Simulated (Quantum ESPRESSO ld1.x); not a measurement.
Task: Charge is removed step by step from the 4p (averaged over the sub-levels emptied) level of Tc+, starting from [Kr] 4d5 5s1. Method: Dirac Kohn-Sham, LDA (Slater exchange, VWN5 correlation), spin-unpolarised, spherical densities, point nucleus; open shells are shared between the two j in proportion to 2j + 1; computed with ld1.x of Quantum ESPRESSO 7.5. At the starting occupation the eigenvalue is -53.084 eV. Estimate the energy to remove one whole electron from this level, the eigenvalue at the end, and how far E(n) bends from a straight line.

Result: Delta-SCF 60.025 eV; final eigenvalue -67.258 eV; the deviation from the straight line is -1.710 eV at 0.6 electron removed, the largest on the grid computed. Integrating minus the eigenvalue over the occupation (Janak's theorem) gives 60.031 eV. The mean slope of the eigenvalue, de/dn, is 14.2 eV per electron.
